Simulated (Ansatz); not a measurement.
C2H8GaNOS, SMILES `C[N](C)[Ga]([OH])[SH]`. Charge 0, multiplicity 1. The geometry is a stationary point of PBE0-D4/def2-TZVP. It is one conformer, not always the lowest.

```xyz
14

C     0.997    1.372    0.063
N     0.078    0.327   -0.299
C    -0.482    0.484   -1.616
Ga   -0.349   -1.062    0.784
O     0.348   -1.259    2.416
S    -1.768   -2.601    0.138
H     1.852    1.419   -0.628
H     0.514    2.360    0.052
H     1.398    1.216    1.067
H    -1.039    1.428   -1.709
H    -1.173   -0.330   -1.848
H     0.299    0.487   -2.390
H     0.968   -0.574    2.673
H    -1.641   -3.267    1.298
```

Q: What is the dipole moment at r2SCAN/def2-TZVPP? (An estimate is asked.)

A: Computed: 2.27 D, with components (1.18, 1.91, -0.34) D in this frame, pointing from negative to positive charge.

Q: And with PBE, B3LYP, ωB97M-V? (Best estimate.)

A: Computed: PBE 2.20 D, B3LYP 2.25 D, ωB97M-V 2.24 D.

Q: Give the Mulliken charges with r2SCAN, PBE, ωB97M-V in def2-TZVPP. (Estimate.)

A: Ansatz gave: 
```tsv
atom	r2SCAN	PBE	ωB97M-V
C1	-0.02	-0.16	-0.21
N2	-0.24	-0.14	-0.25
C3	-0.04	-0.18	-0.22
Ga4	0.47	0.37	0.46
O5	-0.43	-0.37	-0.41
S6	-0.30	-0.29	-0.28
H7	0.05	0.08	0.11
H8	0.05	0.08	0.11
H9	0.02	0.06	0.08
H10	0.05	0.08	0.11
H11	0.05	0.09	0.10
H12	0.05	0.08	0.11
H13	0.19	0.17	0.16
H14	0.12	0.12	0.13
```

B3LYP here is the variant with VWN-RPA as its local correlation; programs differ in this.
